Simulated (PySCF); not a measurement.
C4H13NSi, SMILES CCN[C@H](C)[SiH3].

Geometry optimised at B3LYP-D3(BJ)/def2-SVP. The structure was generated by enumeration; whether it is a known compound was not checked. Other conformers were not sampled.

Calculation: SMD-PBE0/def2-SVP (PySCF).

Solvation free energies are E(SMD) − E(gas) at the gas-phase geometry, for 1 M in both phases. In vacuum the dipole moment is 1.54 D.

Q: Estimate the solvation free energies in water, toluene, tetrahydrofuran. (The exact figures need the calculation; the answer reports its results.)

A: 
| solvent | ΔG(solv) (kcal/mol) | its non-electrostatic (CDS) part | dipole (D) |
|---|---|---|---|
| water | 0.0 | 3.4 | 2.17 |
| toluene | -3.1 | -1.6 | 1.79 |
| tetrahydrofuran | -3.3 | -0.6 | 2.02 |
